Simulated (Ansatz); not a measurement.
`[CH3][GaH][B]1CS1` + `[NH2][GaH2]` → `[GaH2][NH]B1CS1` + `[CH3][GaH2]`  (cleavage of the B–Ga bond)

Isolated molecules relaxed with PBE0-D4/def2-TZVP in Ansatz; ΔE leaves out vibrations. CCSD(T)/CBS adds triple-zeta CCSD(T) − MP2 to the extrapolated MP2 energy (def2 sets, frozen cores). Functionals use def2-TZVPP. For Ga outer-core shells are correlated without core-valence functions, which leaves a few kJ/mol of doubt a bond. Scalar relativity is left out up to krypton. Each species was taken in one conformer, which may not be the lowest.

CCSD(T)/CBS gives -0.90 eV.

(1) Another level gave -0.95 eV. Which?
A. CAM-B3LYP/def2-TZVPP
B. PBE/def2-TZVPP
C. SCS-MP2/def2-TZVPP
D. CCSD(T)/def2-TZVPP

Largest T1 diagnostic among the species: 0.015.

## Answers

(1) D. CCSD(T)/def2-TZVPP -0.95, SCS-MP2/def2-TZVPP -1.00, PBE -0.89, CAM-B3LYP -1.04 eV.

From r2SCAN to r2SCAN0 (25 % exact exchange), in def2-TZVPP and without D4, ΔE moves by −0.04 eV. At CCSD(T), def2-SVP lies −0.21 eV from the extrapolated value and def2-TZVPP −0.05 eV.
